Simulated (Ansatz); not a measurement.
`C=C[SiH2]S[SiH](Cl)Cl` + HCl → `Cl[SiH2]S[SiH](Cl)Cl` + ethylene  (ligand exchange at the Si–C bond)

Calculated with Ansatz (gas phase, PBE0-D4/def2-TZVP geometries, no zero-point term in ΔE). CCSD(T)/CBS is the MP2 limit (def2-TZVPP, def2-QZVPP) plus CCSD(T) − MP2 in def2-TZVPP, frozen cores. This one scheme is used for every species. DFT in def2-TZVPP. One conformer a species, not always the lowest.

Is it downhill or uphill in electronic energy at CCSD(T)/CBS, and by how much? (Estimate.)

Ansatz gave: Downhill: ΔE = -0.88 eV.

What do these levels give: PBE0-D4, ωB97X-V, MP2/def2-TZVPP, HF/def2-QZVPP, HF/CBS(def2), CCSD/CBS(def2)? (Best estimate.)

Computed: PBE0-D4 -0.86, ωB97X-V -0.88, MP2/def2-TZVPP -0.85, HF/def2-QZVPP -1.03, HF/CBS(def2) -1.03, CCSD/CBS(def2) -0.90 eV.

Largest T1 diagnostic among the species: 0.011.

In def2-TZVPP, CCSD(T) changes the Hartree–Fock value by +0.20 eV (the triples alone add +0.03 eV) and MP2 by +0.18 eV. The D4 term adds +0.09 eV with B3LYP and +0.06 eV with PBE0; it sums over pairs of atoms, weighted by their polarisabilities, and B3LYP, whose exchange is more repulsive, gets the larger term.

B3LYP here is the variant with VWN-RPA as its local correlation; programs differ in this.
